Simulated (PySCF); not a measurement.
AlF2H. Atoms are numbered in the order given.

```xyz
4

Al     0.0000     0.0000     0.4283
H      0.0000     0.0000     1.9817
F      0.0000    -1.4088    -0.4194
F      0.0000     1.4088    -0.4194
```
Charge 0, spin multiplicity 1.

The structure is a stationary point at B3LYP-D3(BJ)/def2-TZVP.

All values below come from PBE0/def2-TZVPD in PySCF.

Mulliken values depend strongly on the basis, most of all with diffuse functions as here. Atomic charges (e):

| atom | IAO | Mulliken |
|---|---|---|
| Al1 | 1.38 | 0.65 |
| H2 | -0.22 | -0.07 |
| F3 | -0.58 | -0.29 |
| F4 | -0.58 | -0.29 |
